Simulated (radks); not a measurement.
Task: All-electron atom: the tungsten ion W+ in [Xe] 4f14 5d4 6s1. Calculated with a radial shooting solver on a logarithmic mesh with Libxc functionals: scalar-relativistic Kohn-Sham, PBE, spin-polarised, spherical densities, finite nucleus; open shells are filled with parallel spins first (spin-orbit coupling, left out, can overturn this in heavy ions); Fermi nuclear charge, rms radius 5.3658 fm. Some entries of the table are withheld. Estimate them.

orbital  occ.  eigenvalue (hartree)  <r> (bohr)
1s up       1             -2553.239     0.01835
1s down     1             -2553.239     0.01835
2s up       1             -440.9280     0.07758
2s down     1             -440.9215     0.07758
2p up       3             -385.7362     0.06944
2p down     3             -385.7310     0.06944
3s up       1             -101.7497      0.2011
3s down     1             -101.7479      0.2011
3p up       3             -85.39760      0.2013
3p down     3             -85.39554      0.2013
3d up       5             -66.56491      0.1824
3d down     5             -66.56074      0.1824
4s up       1             -21.19850      0.4496
4s down     1             -21.19285      0.4496
4p up       3             -15.83285      0.4780
4p down     3             -15.82755      0.4780
4d up       5              -9.02527      0.5114
4d down     5              -9.01886      0.5112
5s up       1                   (1)       1.071
5s down     1                   (2)       1.063
5p up       3              -1.88809       1.256
5p down     3              -1.80464       1.242
4f up       7              -1.48716      0.6103
4f down     7              -1.47278      0.6052
6s up       1              -0.47807       2.900
5d up       4              -0.46855       1.951
5d down     0              -0.35363       1.948

Result: 
(1) 5s up eigenvalue (hartree): -3.19383
(2) 5s down eigenvalue (hartree): -3.13263
